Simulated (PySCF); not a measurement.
**Co²⁺ (cobalt, charge +2) across methods**

[Ar] 3d7, high-spin 4F determinant. All numbers are calculated (PySCF 2.14, the spin-free X2C one-electron Hamiltonian (Gaussian nucleus), in x2c-TZVPPall (6s5p4d2f1g, 64 functions)).

| method | E (hartree) | mean ε 3p β (eV) | mean ε 3d α (eV) | mean ε 3d β (eV) | Σ⟨r²⟩ (bohr²) | ⟨S²⟩ |
| --- | --- | --- | --- | --- | --- | --- |
| LDA | -1389.604 | -82.700 | -28.567 | -25.926 | 16.15 | 3.751 |
| PBE | -1392.050 | -82.534 | -28.263 | -25.890 | 16.13 | 3.751 |
| BLYP | -1392.378 | -82.462 | -28.193 | -25.985 | 16.19 | 3.751 |
| MN15 | -1393.061 | -86.979 | -31.816 | -28.681 | 16.02 | 3.753 |
| UHF | -1391.04505 | -96.636 | -38.050 | -34.390 | 15.60 | 3.754 |
| r2SCAN | -1392.274 | -83.591 | -28.579 | -26.074 | 15.94 | 3.752 |
| r2SCAN0 | -1392.253 | -87.109 | -31.161 | -28.415 | 15.82 | 3.752 |
| PBE0 | -1392.082 | -86.380 | -30.884 | -28.232 | 15.93 | 3.752 |

Task: Estimate the same row for CAM-B3LYP.

Result: E (hartree) = -1392.389; mean ε 3p β (eV) = -87.757; mean ε 3d α (eV) = -32.428; mean ε 3d β (eV) = -29.936; Σ⟨r²⟩ (bohr²) = 16.04; ⟨S²⟩ = 3.752.
